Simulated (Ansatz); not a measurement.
Computed with Ansatz on PBE0-D4/def2-TZVP structures; ΔE is electronic, products minus reactants. CCSD(T)/CBS adds triple-zeta CCSD(T) − MP2 to the extrapolated MP2 energy (def2 sets, frozen cores). This one scheme is used for every species. Functionals use def2-TZVPP. For Ga outer-core shells are correlated without core-valence functions, which leaves a few kJ/mol of doubt a bond. Scalar relativity is left out up to krypton. Each species was taken in one conformer, which may not be the lowest.

Reaction (ligand exchange at a Ga–Cl bond): `[OH][Ga]([SH])[Cl]` + H–F → `[OH][Ga]([F])[SH]` + HCl

| species | PBE-D4 energy (Eh) |
| --- | --- |
| `[OH][Ga]([SH])[Cl]` | -2859.14211 |
| H–F | -100.39347 |
| `[OH][Ga]([F])[SH]` | -2498.89520 |
| HCl | -460.62759 |

(1) Work out ΔE.

Largest T1 diagnostic among the species: 0.014.

## Answers

(1) ΔE = (-2498.89520) + (-460.62759) − (-2859.14211) − (-100.39347) = 0.01279 Eh = +33.6 kJ/mol. CCSD(T)/CBS gives +37.4 kJ/mol.

The D4 term adds +5.5 kJ/mol with B3LYP and +3.0 kJ/mol with PBE0; it sums over pairs of atoms, weighted by their polarisabilities, and B3LYP, whose exchange is more repulsive, gets the larger term. From PBE to PBE0 (25 % exact exchange), in def2-TZVPP and without D4, ΔE moves by +5.7 kJ/mol.

B3LYP here is the variant with VWN-RPA as its local correlation; programs differ in this.
